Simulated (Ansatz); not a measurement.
Relaxation of F3GeH3 (7 atoms, charge 0, multiplicity 1), to a largest force component of 0.03 eV/Å in at most 50 steps.

The calculation used RHF/def2-SVP (Ansatz 0.2.0).

```xyz
7
Properties=species:S:1:pos:R:3:forces:R:3
Ge 0.190 -0.048 -0.050 0.16 -0.02 -0.37
F 0.242 0.030 1.637 0.37 0.03 0.30
F 1.807 0.026 -0.555 0.01 0.00 0.00
F -0.528 1.384 -0.600 0.01 0.02 0.01
H -0.491 -1.280 -0.567 -0.01 -0.02 -0.01
H -2.339 0.016 1.046 -1.15 0.06 -1.08
H -1.889 -0.012 1.595 0.60 -0.07 1.15
```

Where does it end, and by what steps?

The run converged. The force dipped under the threshold on the way, but the program's further checks kept it going. After 11 steps the energy has fallen by 0.165 eV; H6 moved furthest, 0.75 Å.

```csv
step,energy less start (eV),largest force component (eV/Å),accepted
0,0.0000,1.153,yes
1,-0.1210,0.152,yes
2,-0.1432,0.126,yes
3,-0.1600,0.122,yes
4,-0.1629,0.068,yes
5,-0.1593,0.460,no
6,-0.1637,0.020,yes
7,-0.1643,0.007,yes
8,-0.1645,0.012,yes
9,-0.1646,0.074,yes
10,-0.1648,0.043,yes
11,-0.1650,0.002,yes
```

```xyz
7
Properties=species:S:1:pos:R:3
Ge 0.442 -0.030 -0.184
F 0.456 0.071 1.508
F 2.064 -0.002 -0.674
F -0.248 1.412 -0.744
H -0.283 -1.247 -0.681
H -2.998 -0.040 1.392
H -2.442 -0.048 1.891
```

Whether the end is a true minimum wasn't checked by a vibrational analysis.

Time of the run: 20 s on 1 thread of Arm Neoverse V2 (shared host), peak memory 0.17 GiB.
